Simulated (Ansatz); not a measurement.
C₂H₄I, doublet, at a GFN2-xTB geometry (all electrons, no relativity). Base run: B3LYP/3-21G (Ansatz, a program for electronic structure).

Geometry (Å):
```xyz
7

C     -2.3944     0.2806     0.6183
C     -1.0449     0.8723     0.6125
I      0.5627    -0.1745    -0.1861
H     -3.0177     0.8026     1.3448
H     -2.8880     0.3708    -0.3582
H     -2.3627    -0.7788     0.8690
H     -0.9181     1.9394     0.6253
```
Charge 0, spin multiplicity 2.
Orbitals are unrestricted.
All else is at Ansatz's defaults.

The base run was repeated with changes; each row names its change, and settings that it needs were set with it.

```csv
change,basis functions,E (Eh)
base,59,-6968.69477
basis = x2c-TZVPall; relativity = spin-free X2C,146,-7194.49562
basis = x2c-TZVPall; relativity = spin-free X2C; nucleus = Gaussian,146,-7194.29368
basis = x2c-SVPall; relativity = spin-free X2C,84,-7193.60729
basis = x2c-TZVPall; relativity = none,146,-6845.99679
basis = jorge-DZP-DKH; relativity = spin-free X2C,98,-7188.70458
basis = x2c-SVPall; relativity = none,84,-6806.11581
basis = x2c-SVPall; relativity = spin-free X2C; nucleus = Gaussian,84,-7193.42887
basis = jorge-DZP-DKH; relativity = spin-free X2C; nucleus = Gaussian,98,-7188.50237
basis = jorge-DZP-DKH; relativity = none,98,-6922.82133
```

Absolute energies of different levels of theory aren't comparable as measures of quality.

Ansatz warned in this series: the basis is contracted for relativity, which the run leaves out.

Basis sets contracted for a relativistic Hamiltonian are a mismatch without it, so the rows without relativity aren't non-relativistic limits. No row has spin-orbit coupling; sets with core potentials leave out the core electrons.
